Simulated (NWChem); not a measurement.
**ClLi**

```xyz
2

Li     0.0000     0.0000    -1.7006
Cl     0.0000     0.0000     0.3001
```
Charge 0, spin multiplicity 1.

Program: NWChem. All single points use one geometry, from B3LYP/def2-SVP, a minimum by its harmonic frequencies.

Symmetry labels belong to the abelian group C2v used in the runs, with the axes of the coordinates shown; states degenerate in a higher group split over its labels.

The structure started from a generated list of species.

**Question.** List the lowest 3 singlet excitations that TD-LDA (SVWN5)/aug-cc-pVDZ gives, with oscillator strengths.

**Answer.** 
```json
[
 {"state": "1", "symmetry": "b1", "energy (eV)": "4.27", "wavelength (nm)": "291", "f": "0.027"},
 {"state": "2", "symmetry": "b2", "energy (eV)": "4.27", "wavelength (nm)": "291", "f": "0.027"},
 {"state": "3", "symmetry": "a1", "energy (eV)": "5.01", "wavelength (nm)": "248", "f": "0.021"}
]
```
